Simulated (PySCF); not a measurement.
**Correlation energy of S (sulfur, neutral)**

[Ne] 3s1 3p5, high-spin 3P determinant (an excited configuration). All numbers are calculated (PySCF 2.14, the non-relativistic Hamiltonian (point nucleus), in def2-TZVPPD). Frozen: 1s2; 14 electrons correlated.

MP2 pair energies summed by pair of shells (mhartree):

| pair | energy | share (%) |
| --- | --- | --- |
| 3p-3p | -138.54 | 44.4 |
| 2p-2p | -96.18 | 30.8 |
| 2p-3p | -26.01 | 8.3 |
| 2s-2p | -19.73 | 6.3 |
| 3s-3p | -17.59 | 5.6 |
| 2s-2s | -4.72 | 1.5 |
| 2p-3s | -4.55 | 1.5 |
| 2s-3p | -4.14 | 1.3 |
| 2s-3s | -0.74 | 0.2 |

Total MP2 correlation energy: -312.22 mhartree.

Same-spin part -79.41 and opposite-spin part -232.80 mhartree; SCS-MP2 scales them by 1/3 and 6/5 to -305.83 mhartree.

This basis was not built for core-valence correlation, so the inner-shell part is incomplete.
